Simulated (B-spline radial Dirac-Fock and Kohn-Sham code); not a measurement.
## What relativity does to the binding energies of W¹⁴⁺

System: W¹⁴⁺, configuration 1s2 2s2 2p6 3s2 3p6 3d10 4s2 4p6 4d10 4f12 5s2.

Both columns are ΔSCF binding energies of the configuration average from a radial atomic solver: non-relativistic Hartree-Fock with a point nucleus, and Dirac-Fock with a finite nucleus and the Coulomb interaction alone, averaged over the two j levels with weights 2j+1.

```tsv
shell	Hartree-Fock (eV)	Dirac-Fock (eV)	shift (eV)	shift (%)
1s	64520.7	70186.0	+5665.34	+8.78
2s	10959.5	12463.1	+1503.58	+13.72
2p	10496.2	10997.2	+500.94	+4.77
3s	2772.6	3144.8	+372.13	+13.42
3p	2557.6	2697.7	+140.11	+5.48
3d	2162.0	2146.6	-15.42	-0.71
4s	810.2	904.4	+94.19	+11.62
4p	718.1	752.7	+34.58	+4.82
4d	552.2	549.7	-2.56	-0.46
4f	335.3	326.7	-8.56	-2.55
5s	309.9	332.5	+22.62	+7.30
```

Relativity binds 1s, 2s, 2p, 3s, 3p, 4s, 4p, 5s more strongly, among those listed most of all 2s in relative terms, and 3d, 4d, 4f more weakly, because the contracted s and p shells screen the nucleus better.

Values without a named source are computed, but for edge energies of neutral atoms, which are taken from tables.
